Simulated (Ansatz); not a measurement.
The molecule GeAs, multiplicity 2 (lowest of 2S+1 = 2, 4 at CCSD(T)/def2-TZVPP on PBE0 minima; our sources give no spin for the ground state, which may be another). No spin–orbit coupling. Ge is treated without relativity. As is treated without relativity.

Seven points along R, fitted to fifth degree in 1/R; most abundant isotopes. Runs in def2 and cc sets follow the lowest solution found near the PBE0 minimum.

Run with Ansatz (a quantum-chemistry and plane-wave program). Values without a source in brackets are computed.

```
level              r_e (Å)  ω_e (cm⁻¹)  α_e (cm⁻¹)  ω_e x_e (cm⁻¹)  dipole (D)
-----------------  -------  ----------  ----------  --------------  ----------
SVWN5/def2-TZVPP     2.241         351     0.00028            0.74        0.78
PBE/def2-TZVPP       2.274         338     0.00027            0.75        0.86
B97M-V/def2-TZVPP    2.247         356     0.00027            0.84        0.95
B3LYP/def2-TZVPP     2.262         347     0.00027            0.77        0.99
```
